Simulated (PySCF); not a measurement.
Spin-rotation constants: 1,3-diethynylbenzene (SMILES C#Cc1cccc(C#C)c1)

Molfile (atoms numbered from 1):
```
C10H6
     RDKit          3D

 16 16  0  0  0  0  0  0  0  0999 V2000
    3.4095   -1.5198    0.3532 C   0  0  0  0  0  0  0  0  0  0  0  0
    2.3905   -0.8938    0.2509 C   0  0  0  0  0  0  0  0  0  0  0  0
    1.1921   -0.1480    0.1319 C   0  0  0  0  0  0  0  0  0  0  0  0
    1.2283    1.2465    0.1749 C   0  0  0  0  0  0  0  0  0  0  0  0
    0.0565    1.9714    0.0581 C   0  0  0  0  0  0  0  0  0  0  0  0
   -1.1560    1.3249   -0.0983 C   0  0  0  0  0  0  0  0  0  0  0  0
   -1.2004   -0.0694   -0.1417 C   0  0  0  0  0  0  0  0  0  0  0  0
   -2.4398   -0.7364   -0.3012 C   0  0  0  0  0  0  0  0  0  0  0  0
   -3.4906   -1.3003   -0.4378 C   0  0  0  0  0  0  0  0  0  0  0  0
   -0.0245   -0.8050   -0.0265 C   0  0  0  0  0  0  0  0  0  0  0  0
    4.2988   -2.0691    0.4419 H   0  0  0  0  0  0  0  0  0  0  0  0
    2.1761    1.7488    0.3004 H   0  0  0  0  0  0  0  0  0  0  0  0
    0.0896    3.0507    0.0894 H   0  0  0  0  0  0  0  0  0  0  0  0
   -2.0731    1.8884   -0.1878 H   0  0  0  0  0  0  0  0  0  0  0  0
   -4.4076   -1.7955   -0.5576 H   0  0  0  0  0  0  0  0  0  0  0  0
   -0.0570   -1.8845   -0.0612 H   0  0  0  0  0  0  0  0  0  0  0  0
  1  2  3  0
  2  3  1  0
  3  4  1  0
  4  5  2  0
  5  6  1  0
  6  7  2  0
  7  8  1  0
  8  9  3  0
  7 10  1  0
 10  3  2  0
  1 11  1  0
  4 12  1  0
  5 13  1  0
  6 14  1  0
  9 15  1  0
 10 16  1  0
M  END
```

Method: GIAO wB97X-D/pcSseg-0 magnetisability, rotational g tensor and spin-rotation constants, non-relativistic, gas phase (PySCF 2.14.0). Geometry: GFN2-xTB.

Q: Give the nuclear spin-rotation constants along the inertial axes (H = +C I·J) beside the isotropic shieldings.

A: Rotational constants 2.7366, 0.9204, 0.6888 GHz. A star marks the isotopologue with that one atom substituted, in its own axes.
```tsv
atom	isotope	Caa (kHz)	Cbb (kHz)	Ccc (kHz)	mean (kHz)	σ (ppm)
H11	1H	-0.024	-0.082	-0.087	-0.065	30.4
H12	1H	0.144	-0.051	-0.081	0.004	25.7
H13	1H	-0.305	0.095	-0.080	-0.097	25.9
H14	1H	0.143	-0.051	-0.081	0.004	25.7
H15	1H	-0.026	-0.082	-0.087	-0.065	30.4
H16	1H	-0.294	0.100	-0.081	-0.092	25.4
C1	13C*	0.411	0.232	0.215	0.286	102.8
C2	13C*	0.193	0.247	0.258	0.233	104.3
C3	13C*	1.228	0.341	0.056	0.541	64.1
C4	13C*	1.282	0.367	0.068	0.572	49.4
C5	13C*	0.971	0.456	0.056	0.494	56.2
C10	13C*	1.039	0.462	0.078	0.526	43.9
```
For the geometry as given, no vibrational averaging.
